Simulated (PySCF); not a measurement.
Species: C₃H₁₁B₂N.
SMILES: `N(B)BC(C)C`

Vertical excitations from PySCF (density fitting, frozen core in the response, grid level 2 and gas phase unless stated; continuum runs use non-equilibrium linear response for the excitations) on a GFN2-xTB geometry. Reference run:

```
                                 settings    S1, eV (f)    S2, eV (f)    S3, eV (f)    S4, eV (f)    S5, eV (f)    S6, eV (f)  T1, eV (Tamm–Dancoff)  mean α (au)
wB97X-D/def2-SVPD, full TDDFT, 8 singlets  6.21 (0.003)  6.67 (0.000)  7.44 (0.442)  7.70 (0.030)  8.23 (0.000)  8.24 (0.019)                   5.79         73.8
```

**Question.** What do these settings give: PBE0/def2-SVPD, fitting basis def2-universal-jkfit, full TDDFT, 1 singlet?

**Answer.** 
```tsv
settings	S1, eV (f)	S2, eV (f)	S3, eV (f)	S4, eV (f)	S5, eV (f)	S6, eV (f)	T1, eV (Tamm–Dancoff)	mean α (au)
PBE0/def2-SVPD, fitting basis def2-universal-jkfit, full TDDFT, 1 singlet	5.76 (0.004)	–	–	–	–	–	5.32	74.5
```

S1 moves by -0.45 eV (PBE0 has 25 % exact exchange, wB97X-D range-separated exact exchange). States are counted by energy in each run and needn't keep their character from row to row.

**Question.** Give the leading configurations of S1 (H = HOMO, L = LUMO) and the HOMO–LUMO gap of each run.

**Answer.** 
```tsv
settings	S1 configurations (weight)	S1 (eV)	orbital gap (eV)	S1 − gap (eV)
wB97X-D/def2-SVPD, full TDDFT, 8 singlets	H→L 0.85	6.21	11.04	-4.83
PBE0/def2-SVPD, fitting basis def2-universal-jkfit, full TDDFT, 1 singlet	H→L 0.96	5.76	7.21	-1.45
```

Conformer computed: `[BH2:1][NH:2][BH:3][CH:4]([CH3:5])[CH3:6]`: B1–N2–B3–C4 180°, N2–B3–C4–C5 121°.

One conformer stands for the species.
